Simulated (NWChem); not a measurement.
System meant: MgNH$_{3}$O; SMILES [NH2][Mg][OH]

NWChem input:

```
start job
memory heap 200 mb stack 900 mb global 1100 mb
geometry units angstroms noautosym nocenter noautoz
  Mg    -0.397307     0.147971    -0.000958
  O     -0.297179     1.912210    -0.000532
  H     -0.436752     2.852545     0.002681
  N     -0.448945    -1.738260    -0.001763
  H     -0.456954    -2.343259    -0.817746
  H     -0.473730    -2.342528     0.814416
end
basis spherical
  Mg library def2-svp
  O library def2-svp
  H library def2-svp
  N library def2-svp
end
dft
  xc m06-l
  iterations 150
end
property
  shielding 5 1 2 3 4 5
end
task dft property
```

End of the output:

```
 Vector   18  Occ=0.000000D+00  E= 6.428606D-02
              MO Center= -3.3D-01,  2.7D-02,  6.3D-04, r^2= 6.0D+00
   Bfn.  Coefficient  Atom+Function         Bfn.  Coefficient  Atom+Function
  ----- ------------  ---------------      ----- ------------  ---------------
    11      0.939101  1 Mg px                44     -0.265217  4 N  px
    41      0.210813  4 N  px                22     -0.166369  2 O  px
    25     -0.160819  2 O  px                 8      0.147176  1 Mg px
    12     -0.128112  1 Mg py                 5      0.118387  1 Mg px
     4      0.098831  1 Mg s                 40     -0.084410  4 N  s

 center of mass
 --------------
 x =  -0.72754515 y =   0.26340951 z =  -0.00188382

 moments of inertia (a.u.)
 ------------------
         431.462948867474         -15.818005191424           0.044830410416
         -15.818005191424           5.508470795873          -0.169034613907
           0.044830410416          -0.169034613907         427.383645097447

     Multipole analysis of the density
     ---------------------------------

     L   x y z        total         alpha         beta         nuclear
     -   - - -        -----         -----         ----         -------
     0   0 0 0     -0.000000    -15.000000    -15.000000     30.000000

     1   1 0 0     -0.139418     10.942827     10.942827    -22.025072
     1   0 1 0     -0.054010     -2.929879     -2.929879      5.805748
     1   0 0 1      0.002231      0.028273      0.028273     -0.054315

     2   2 0 0    -16.658129    -16.606073    -16.606073     16.554018
     2   1 1 0     -0.755100     -2.423210     -2.423210      4.091320
     2   1 0 1     -0.032519     -0.012797     -0.012797     -0.006925
     2   0 2 0    -16.905852   -133.049627   -133.049627    249.193402
     2   0 1 1      0.011274     -0.043748     -0.043748      0.098770
     2   0 0 2    -13.900031     -9.328388     -9.328388      4.756744

          -----------------------------------------
          Chemical Shielding Tensors (GIAO, in ppm)
          -----------------------------------------

 ------------------------------------------------------------------------
  xm06: d2 not coded                    0
 ------------------------------------------------------------------------
 ------------------------------------------------------------------------
  current input line :
    24: task dft property
 ------------------------------------------------------------------------
 ------------------------------------------------------------------------
 This error has not yet been assigned to a category
 ------------------------------------------------------------------------
 For more information see the NWChem manual at https://nwchemgit.github.io

0: xm06: d2 not coded:Received an Error in Communication
```

Problem. Find the fault in this run and fix the input.

Solution. The run crashed. Cause: this functional's second derivatives, which shieldings need, aren't coded here; the fix takes a hybrid GGA instead. This input runs:
```
start job
memory heap 200 mb stack 900 mb global 1100 mb
geometry units angstroms noautosym nocenter noautoz
  Mg    -0.397307     0.147971    -0.000958
  O     -0.297179     1.912210    -0.000532
  H     -0.436752     2.852545     0.002681
  N     -0.448945    -1.738260    -0.001763
  H     -0.456954    -2.343259    -0.817746
  H     -0.473730    -2.342528     0.814416
end
basis spherical
  Mg library def2-svp
  O library def2-svp
  H library def2-svp
  N library def2-svp
end
dft
  xc pbe0
  iterations 150
end
property
  shielding 5 1 2 3 4 5
end
task dft property
```
It converges to -331.49027 Ha (PBE0/def2-SVP, GIAO).
